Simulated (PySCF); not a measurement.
Cartesian coordinates in Å; atom numbers follow the order of the lines, from 1:
```xyz
17

C    -2.2803   -0.3504   -0.1110
C    -0.8267   -0.5728    0.2701
C    -0.0255    0.7125    0.3147
F    -0.6317    1.5789    1.1799
F    -0.0830    1.3102   -0.9143
C     1.4284    0.5893    0.7245
C     2.2785   -0.2479   -0.2150
H    -2.3551    0.1250   -1.0995
H    -2.8263   -1.3039   -0.1468
H    -2.7797    0.3048    0.6167
H    -0.7481   -1.0472    1.2616
H    -0.3374   -1.2500   -0.4468
H     1.8119    1.6206    0.7766
H     1.4536    0.1897    1.7506
H     2.2003    0.1264   -1.2464
H     1.9784   -1.3069   -0.2142
H     3.3371   -0.2073    0.0792
```

Geometry: PBE0-D3(BJ)/def2-SVP; GIAO shifts from PySCF 2.14.0 with density-fitted response routines, gas phase, non-relativistic, averaged over equivalent atoms.

At PBE0/pcSseg-0 (83 basis functions, 7.3 s wall time on 1 thread of an Arm Neoverse V1, shared host):
| atoms | δ (ppm) |
| --- | --- |
| C3 | 137.0 |
| C2/C6 | 34.1 |
| C1/C7 | 9.7 |
| F4/F5 | -136.1 |
| H11/H12/H13/H14 | 1.80 |
| H8/H9/H10/H15/H16/H17 | 1.29 |

Chemical shifts δ = σref − σ; 13C (σ = 193.52 ppm), 1H (σ = 32.83 ppm) against TMS; 19F (σ = 178.37 ppm) against CFCl3, all at this level.

Task: What do these become at wB97X-D/pcSseg-1?

Result: 
| atoms | δ at wB97X-D/pcSseg-1 | change |
| --- | --- | --- |
| C3 | 126.0 | -11.0 |
| C2/C6 | 32.2 | -1.9 |
| C1/C7 | 8.5 | -1.2 |
| F4/F5 | -121.2 | +14.9 |
| H11/H12/H13/H14 | 1.55 | -0.25 |
| H8/H9/H10/H15/H16/H17 | 1.08 | -0.21 |

Scale: 13C (σref 184.54), 1H (σref 31.38) against TMS; 19F (σref 187.16) vs CFCl3 (reference shieldings calculated alike).

The largest change is at F4/F5 (fluorine of a CF2 group). Cost: 169 basis functions, 20 s wall time on 1 thread of an Arm Neoverse V2, shared host. The order of the carbon signals is the same at both levels.

Unscaled 19F shifts against computed CFCl3 carry errors that often reach 10 to 50 ppm.
